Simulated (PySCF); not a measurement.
# Electric field gradients and quadrupole coupling constants

C6H10NPS.
SMILES with atom numbers: `[CH3:1][c:2]1[p:3][cH:4][s:5][c:6]1[N:7]([CH3:8])[CH3:9]` (hydrogens: H10, H11, H12 on C1; H13 on C4; H14, H15, H16 on C8; H17, H18, H19 on C9)

Geometry (GFN2-xTB, Å), atoms numbered from 1 in this order:
```xyz
19
C6H10NPS angstrom
C      1.926   -1.198   -0.355
C      1.458    0.202   -0.084
P      2.630    1.515    0.160
C      1.428    2.707    0.302
S     -0.214    2.232    0.216
C      0.135    0.533   -0.051
N     -0.904   -0.370   -0.229
C     -1.141   -1.288    0.870
C     -2.130    0.189   -0.755
H      2.095   -1.741    0.576
H      2.868   -1.174   -0.899
H      1.185   -1.735   -0.943
H      1.613    3.757    0.441
H     -1.698   -0.812    1.688
H     -1.722   -2.133    0.499
H     -0.195   -1.652    1.257
H     -2.651    0.823   -0.024
H     -2.790   -0.630   -1.040
H     -1.905    0.785   -1.638
```

Field gradients from the PBE0/pcSseg-1 density (PySCF, non-relativistic), principal values in atomic units, ordered |Vxx| ≤ |Vyy| ≤ |Vzz|:

| atom | Vxx | Vyy | Vzz |
| --- | --- | --- | --- |
| S5 | -0.3343 | -1.4264 | 1.7607 |
| N7 | 0.6058 | 0.6583 | -1.2641 |

Q: Find the asymmetry η = (Vxx − Vyy)/Vzz and the couplings χ = eQV/h (234.96 MHz × Q in barn × V in au), with Q(33S) = −0.0678 b, Q(14N) = 0.02044 b.

A: 
```csv
atom,environment,nucleus,η,χzz (MHz),χxx (MHz),χyy (MHz)
S5,thiophene-type sulfur,33S,0.62,-28.05,5.33,22.72
N7,aniline-type nitrogen,14N,0.04,-6.07,2.91,3.16
```

The gradient is axial or nearly so (η below 0.05) at N7. The tensor is traceless: Vxx + Vyy + Vzz = 0.

Q: What is Vzz at S5 in SI units (1 au = 9.71736 × 10²¹ V/m²)?

A: 1.7607 au = 17.110 × 10²¹ V/m².

Q: And the gradient at the other heavy atoms, for which no coupling is worked out here?

A: 
```
atom                        environment  Vzz (au)     η
  C1               benzylic-type carbon     0.095  0.46
  C2        substituted aromatic carbon     0.182  0.16
  P3           phosphorus bonded to 2 C    -1.158  0.02
  C4  aromatic CH next to a ring sulfur    -0.253  0.21
  C6   aromatic carbon bearing nitrogen    -0.209  0.87
  C8                    N-methyl carbon     0.270  0.13
  C9                    N-methyl carbon     0.247  0.19
```

Q: What couplings would deuterons (Q(2H) = 0.00286 b) have in place of the hydrogens, at this geometry?

A: 
| atom | bonded to | bond length (Å) | Vzz (au) | η | χzz (kHz) |
| --- | --- | --- | --- | --- | --- |
| H10 | C1 | 1.091 | 0.3097 | 0.01 | 208 |
| H11 | C1 | 1.088 | 0.3119 | 0.03 | 210 |
| H12 | C1 | 1.088 | 0.3102 | 0.01 | 208 |
| H13 | C4 | 1.075 | 0.3437 | 0.10 | 231 |
| H14 | C8 | 1.099 | 0.2887 | 0.07 | 194 |
| H15 | C8 | 1.090 | 0.3050 | 0.06 | 205 |
| H16 | C8 | 1.086 | 0.3109 | 0.07 | 209 |
| H17 | C9 | 1.099 | 0.2867 | 0.06 | 193 |
| H18 | C9 | 1.090 | 0.3063 | 0.06 | 206 |
| H19 | C9 | 1.089 | 0.3046 | 0.06 | 205 |

Geometry: GFN2-xTB; no solvent, vibrations or thermal averaging. GFN2-xTB bond lengths can be off by several hundredths of an ångström, more for odd bonds, and the gradients follow them. The small basis limits the accuracy of the gradients.
